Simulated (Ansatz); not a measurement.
`[F][Sn]([Br])([Br])[Br]` → `[Br][Sn][Br]` + `FBr` at 400 K and 1 bar (stannylene formation by 1,1-elimination).

Computed with Ansatz on PBE0-D4/def2-TZVP structures; ΔE is electronic, products minus reactants. CCSD(T)/CBS is the MP2 limit (def2-TZVPP, def2-QZVPP) plus CCSD(T) − MP2 in def2-TZVPP, frozen cores. def2 core potentials past Kr. For Br, Sn outer-core shells are correlated without core-valence functions, which leaves a few kJ/mol of doubt a bond. Scalar relativity is left out up to krypton.

```tsv
species	CCSD(T)/CBS energy (Eh)	H − E (kJ/mol)	S (J/(mol·K))
`[F][Sn]([Br])([Br])[Br]`	-8033.95352	45.6	433.2
`[Br][Sn][Br]`	-5360.78051	23.7	345.6
`FBr`	-2673.03720	16.6	238.5
```

H − E and S are ideal-gas, rigid-rotor, harmonic terms from PBE0-D4/def2-TZVP. 1 Eh = 2625.50 kJ/mol, R = 8.31446 J/(mol·K).

Question: By hand: ΔE, ΔH, ΔS and ΔG.

Answer: ΔE = (-5360.78051) + (-2673.03720) − (-8033.95352) = 0.13581 Eh = 356.6 kJ/mol. Δ(H − E) = 23.7 + 16.6 − 45.6 = -5.3, so ΔH = 351.3 kJ/mol. ΔS = 345.6 + 238.5 − 433.2 = 150.9 J/(mol·K). ΔG = 351.3 − 400 × (150.9)/1000 = 290.9 kJ/mol.

Question: By hand: the equilibrium constant, and the temperature at which ΔG would vanish if ΔH and ΔS stayed fixed.

Answer: log₁₀ K = −ΔG/(RT ln 10) = -38.0. ΔG = 0 at ΔH/ΔS = 2328 K.

The number of gas molecules changes by +1, which sets the sign of ΔS. A doubt of 5 kJ/mol in ΔE shifts log₁₀ K by 0.7 here. These are equilibria of isolated gas molecules and say nothing of rates. Largest T1 diagnostic: 0.011 (customary marks: 0.02 for closed shells, 0.045 for open ones).
